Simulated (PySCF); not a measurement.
How methods differ on the ionisation energy of Zr(26+)

Zr(26+) [Ne] 3s2 3p2 (3P) → Zr(27+) [Ne] 3s2 3p1 (2P), as a difference of total energies. Calculation: PySCF 2.14, in an even-tempered Gaussian basis (16 s from 3.1 bohr⁻², ratio 2.5; 11 p from 4.1 bohr⁻², ratio 2.5; 5 d from 18 bohr⁻², ratio 2.7; 4 f from 27 bohr⁻², ratio 2.7); no relativity, point nucleus. Correlated levels: outer shells: 1s2 frozen; virtual orbitals above 40 to 60 times the deepest correlated orbital energy dropped. The calculations carry no spin-orbit coupling.

```csv
method,ionisation energy (eV)
UHF,1322.6
LDA,1324.0
PBE,1324.3
PBE0,1324.2
r2SCAN,1324.5
B97-3,1324.0
PBEsol,1323.9
MP2 (outer shells),1323.1
SCS-MP2 (outer shells),1322.9
```

Spin-orbit coupling is strong in these open shells (close to jj coupling). The scalar numbers leave it out and a first-order estimate fails, so it can dominate the gap to the real levels.

The gap to the reference is mostly relativistic.

For comparison: 1344 ± 3 eV (semi-empirical (NIST evaluation); NIST Atomic Spectra Database, ionization energies).
